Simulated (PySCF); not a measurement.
C2H6ClGa, charge +1, sextet, at a GFN2-xTB geometry of the parent state (such geometries of metal compounds can be far from the true shape) (a state made from the parent by changing its charge; the spin is typed, not shown lowest); B3LYP/STO-3G (PySCF).

The PySCF input:
```python
from pyscf import gto, scf, dft

mol = gto.Mole()
mol.atom = '''
    Ga   -0.11318702    0.04469571   -0.08248336
    C    -1.92172568   -0.98294550   -0.55503717
    H    -1.85733445   -1.24248750   -1.61332384
    H    -2.74321140   -0.29652337   -0.34397420
    H    -1.91352618   -1.85857301    0.09676954
    C    -0.37592146    1.89024885   -1.11933910
    H    -0.66734654    1.64329702   -2.14141930
    H     0.59865420    2.37779450   -1.05496299
    H    -1.15677370    2.43270961   -0.58316277
    Cl    1.47260108   -0.58150613    1.07313619
'''
mol.basis = 'sto-3g'
mol.charge = 1
mol.spin = 5
mol.verbose = 5
mol.build()

mf = dft.UKS(mol)
mf.xc = 'b3lyp'
mf.kernel()
```

Output, abridged:

```
PySCF version 2.14.0

[INPUT] verbose = 5
[INPUT] max_memory = 4000
[INPUT] num. atoms = 10
[INPUT] num. electrons = 65
[INPUT] charge = 1
[INPUT] spin (= nelec alpha-beta = 2S) = 5
[INPUT] symmetry False subgroup None
[INPUT] Mole.unit = angstrom
[INPUT] Symbol           X                Y                Z      unit          X                Y                Z       unit  Magmom
[...]
[INPUT] ---------------- BASIS SET ----------------
[INPUT] l, kappa, [nprim/nctr], expnt,             c_1 c_2 ...
[INPUT] C
[...]
                                13.045096         0.53532814
                                3.5305122         0.44463454
[...]
                                0.6834831         0.39951283
                                0.2222899         0.70011547
[...]
                                0.6834831         0.60768372
                                0.2222899         0.39195739
[INPUT] Ga
[...]
                                375.4910517       0.5353281423
                                101.6225324       0.4446345422
[...]
                                38.98425028       0.3995128261
                                12.67888813       0.7001154689
[...]
                                3.847993927       0.2175436044
                                1.484675684       0.9166769611
[...]
                                0.2947057141      0.0196064117
                                0.1301451506      1.131034442
[...]
                                38.98425028       0.6076837186
                                12.67888813       0.3919573931
[...]
                                3.847993927       0.5777664691
                                1.484675684       0.4846460366
[...]
                                0.2947057141      0.5715227604
                                0.1301451506      0.5498949471
[...]
                                3.847993927       0.6555473627
                                1.484675684       0.286573259
[INPUT] H
[...]
                                0.62391373        0.53532814
                                0.1688554         0.44463454
[INPUT] Cl
[...]
                                109.5358542       0.5353281423
                                29.64467686       0.4446345422
[...]
                                9.053563477       0.3995128261
                                2.944499834       0.7001154689
[...]
                                0.5940934274      0.2255954336
[...]
 -6.04427335e-01 -6.04203579e-01 -5.97217885e-01 -5.65209594e-01
 -5.23482998e-01 -5.21221224e-01 -4.57415998e-01 -4.33070673e-01
 -3.74892692e-01 -1.99792903e-01 -1.44876807e-01 -1.49891903e-02
  5.96797817e-02  2.33267216e-01  2.36013473e-01  2.37348866e-01
  2.41804694e-01  2.43080194e-01  2.46897555e-01]
multiplicity <S^2> = 8.7528914  2S+1 = 6.0009637
nelec by numeric integration = [35.00000937 30.00000791]
E1 = -4042.8872122258986  E2 = 1269.41191292331  Ecoul = 1385.1075629224154  Exc = -115.69564999910546
cycle= 49 E= -2435.71607300347  delta_E= 1.1e-07  |g|= 0.000134  |ddm|= 0.00331

  alpha mo_energy =
[-3.69385187e+02 -1.00777885e+02 -4.53368090e+01 -4.11374947e+01
 -4.11265602e+01 -4.11195035e+01 -1.02551001e+01 -1.02549467e+01
 -9.56851680e+00 -7.34522553e+00 -7.34015281e+00 -7.33249228e+00
 -5.64738185e+00 -3.98762266e+00 -3.95593807e+00 -3.94778757e+00
 -1.05810069e+00 -9.24233355e-01 -9.07560449e-01 -7.22861440e-01
 -7.12827896e-01 -6.90064264e-01 -6.83622545e-01 -6.68101211e-01
 -6.64594682e-01 -6.29315018e-01 -6.27843691e-01 -6.20483982e-01
 -6.13514161e-01 -5.88494460e-01 -5.69666887e-01 -5.62443195e-01
 -5.02632372e-01 -3.42958387e-01 -2.84210409e-01 -9.50449862e-02
 -1.36983650e-02  2.09317816e-01  2.18950895e-01  2.20997417e-01
  2.21612199e-01  2.26528665e-01  2.27599656e-01]
  beta  mo_energy =
[-3.69383259e+02 -1.00772344e+02 -4.53146763e+01 -4.11144076e+01
 -4.11059707e+01 -4.11049372e+01 -1.02447979e+01 -1.02446521e+01
 -9.56154238e+00 -7.33419084e+00 -7.32866244e+00 -7.32715110e+00
 -5.58090004e+00 -3.90589655e+00 -3.88872820e+00 -3.87988676e+00
 -1.00985712e+00 -8.84621868e-01 -8.71092091e-01 -6.52539897e-01
 -6.43971053e-01 -6.25150018e-01 -6.19065177e-01 -6.11572900e-01
 -6.04429315e-01 -6.04191577e-01 -5.97205034e-01 -5.65158857e-01
 -5.23518290e-01 -5.21264679e-01 -4.57390024e-01 -4.33125601e-01
 -3.74891239e-01 -1.99789328e-01 -1.44884445e-01 -1.49881557e-02
  5.96836854e-02  2.33281305e-01  2.36029255e-01  2.37363537e-01
  2.41815479e-01  2.43093276e-01  2.46913181e-01]
multiplicity <S^2> = 8.7528926  2S+1 = 6.0009641
nelec by numeric integration = [35.00000937 30.00000791]
E1 = -4042.8894292439145  E2 = 1269.4141299297805  Ecoul = 1385.1098228503836  Exc = -115.69569292060297
cycle= 50 E= -2435.71607301501  delta_E= -1.15e-08  |g|= 6.62e-05  |ddm|= 0.00175
SCF not converged.
SCF energy = -2435.71607301501 after 50 cycles  <S^2> = 8.7528926  2S+1 = 6.0009641
```

Convergence was not reached.
